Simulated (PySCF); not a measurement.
Computed properties of H5SbSi, SMILES [SbH2][SiH3]

Sb(H)2(SiH3) (H₅SbSi), SMILES [SiH3][SbH2]. The structure is a stationary point at B3LYP-D3(BJ)/def2-TZVP. The def2 effective core potentials stand for the cores of Sb; spin–orbit coupling is left out. Other conformers were not sampled. All values are computed for the isolated molecule unless a solvent is named; none is compared with measurement here.

**Structure.** The optimised structure has Cs symmetry. All 15 harmonic modes at B3LYP-D3(BJ)/def2-TZVP (PySCF) are real, so it is a minimum.

**Vibrations.** The strongest infrared lines (harmonic, unscaled, degenerate partners summed) lie at 877 cm⁻¹ (369 km/mol, H 92 %, Si 8 %), 1932 cm⁻¹ (142 km/mol, H 99 %), 1927 cm⁻¹ (124 km/mol, H 99 %). The softest mode is at 124 cm⁻¹ and the zero-point energy is 23.7 kcal/mol.

**Electronic structure.** CAM-B3LYP/def2-TZVPD (PySCF) places the frontier levels at -8.41 and 0.18 eV, a gap of 8.59 eV, and gives a dipole moment of 0.22 D and a mean polarisability of 78.9 bohr³.

**Excitations.** TDA-B3LYP/def2-SVPD (PySCF) has S1 at 5.67 eV (219 nm, f = 0.019, weak); the most intense of the 10 singlets computed lies at 7.19 eV (f = 0.32). T1 (TDA) is at 4.65 eV, 1.02 eV under S1. No vertical singlet excitation falls in the visible range (under 3.1 eV).
